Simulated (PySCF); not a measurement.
**Vertical excitation energies**

Species: C₅H₇BO₂.
Numbering: `[CH3:1]/[CH:2]=[CH:3]/[C:4]#[C:5][B:6]([OH:7])[OH:8]` (hydrogens: H9, H10, H11 on C1; H12 on C2; H13 on C3; H14 on O7; H15 on O8)

Theory: TDDFT B3LYP/def2-SVPD, vertical, gas phase, core orbitals frozen in the response in PySCF. One conformer (not necessarily the lowest) at the PBE0-D3(BJ)/def2-SVP geometry, without solvent, vibrations or thermal averaging. Torsions of this conformer, `[CH3:1]/[CH:2]=[CH:3]/[C:4]#[C:5][B:6]([OH:7])[OH:8]`: H–O7–B6–C5 180°, H–O8–B6–C5 -179°.

| state | E (eV) | E (kJ/mol) | λ (nm) | f | \|μ\| (D) | main configurations (H = HOMO, L = LUMO) |
| --- | --- | --- | --- | --- | --- | --- |
| S1 | 4.66 | 449 | 266.3 | 0.077 | 2.09 | H-1→L (66%), H→L (29%) |
| S2 | 4.96 | 479 | 249.9 | 0.338 | 4.24 | H→L (54%), H-1→L (33%) |
| S3 | 5.32 | 514 | 232.9 | 0.0011 | 0.23 | H→L+1 (99%) |
| S4 | 5.72 | 552 | 216.6 | 0.044 | 1.42 | H→L+2 (86%) |
| S5 | 6.12 | 591 | 202.5 | 0.0041 | 0.42 | H-1→L+1 (100%) |
| S6 | 6.35 | 613 | 195.1 | 0.0010 | 0.21 | H→L+3 (95%) |
| S7 | 6.79 | 655 | 182.7 | 0.311 | 3.48 | H-2→L (60%), H-1→L+2 (16%), H→L+4 (14%) |
| S8 | 6.86 | 662 | 180.7 | 0.155 | 2.44 | H→L+4 (35%), H-1→L+2 (23%), H→L+5 (14%) |
| S9 | 6.89 | 665 | 180.0 | 0.043 | 1.28 | H→L+5 (78%) |
| S10 | 6.98 | 673 | 177.7 | 0.0059 | 0.47 | H→L+6 (82%) |

Triplets (Tamm–Dancoff): T1 3.16 eV, H→L (95%); T2 4.42 eV, H-1→L (92%); T3 5.15 eV, H→L+2 (51%), H-2→L (28%), H→L+4 (8%); T4 5.25 eV, H-1→L+2 (55%), H→L+2 (10%), H-2→L (9%).

The lowest singlet comes at 266 nm (449 kJ/mol) in the ultraviolet; it is of moderate strength; its leading configuration is HOMO-1→LUMO (66%). The strongest level in the table is S2 at 4.96 eV (250 nm, f = 0.338). Löwdin shares by element: HOMO carbon 83% or more (atoms not listed hold the other 17%); LUMO carbon 70% or more (atoms not listed hold the other 30%). The oscillator strengths of these states sum to 0.981; summed over the whole spectrum of an exact calculation they would give the number of electrons, 58 (Thomas–Reiche–Kuhn). Weighted by f, the mean energy of these states is 5.95 eV. The listed states span 2.32 eV, and the widest gap between neighbours is 0.43 eV (S6 to S7). All these states lie below the vertical ionisation energy of 8.57 eV (ΔSCF). Singlets were solved by full linear response, triplets in the Tamm–Dancoff approximation.
